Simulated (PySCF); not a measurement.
# MGa cations for M along the alkali metals

PBE0 with double-zeta basis sets in PySCF, for the lowest determinant that a PBE0 search found; no spin–orbit coupling. De refers to high-spin ground-configuration atoms (the charge goes to the atom of lower measured ionisation energy or higher electron affinity, which is not always the lowest computed limit). A positive dipole points towards Ga; it is taken about the centre of mass and depends on that origin.

```
 M       basis  charged atom  state (unpaired electrons)  Re (Å)  ωe (cm⁻¹)  De (eV)  μ (D)
Li    def2-SVP           Li+               doublet (σ ↑)   3.074        183     1.18  -8.73
Na  x2c-SVPall           Na+               doublet (σ ↑)   3.442        102     0.96  -7.38
 K    def2-SVP            K+               doublet (σ ↑)   3.958       70.3     0.56  -8.58
Cs    def2-SVP           Cs+               doublet (σ ↑)   4.294       48.3     0.40  -4.05
```

By what factor does the well depth vary along the series?

At PBE0 it runs from 0.40 eV (CsGa⁺) to 1.18 eV (LiGa⁺), a factor of 2.95.

The rows differ in basis set, which adds steps of its own.

Down a group the atoms grow and get heavier, so bonds lengthen and wavenumbers fall; this series shows no clear exception.

Weak bonds: CsGa⁺. Basis-set superposition, not corrected here, can be much of De in a small basis, most of all at correlated wavefunction levels. These are scalar-relativistic numbers at best; spin–orbit coupling would shift them, the dissociation energy most. For an ion De counts to the pair picked by the measured ionisation energies or electron affinities, which need not be the lowest pair at this level. States were picked by a PBE0 search and need not be the measured ground states.
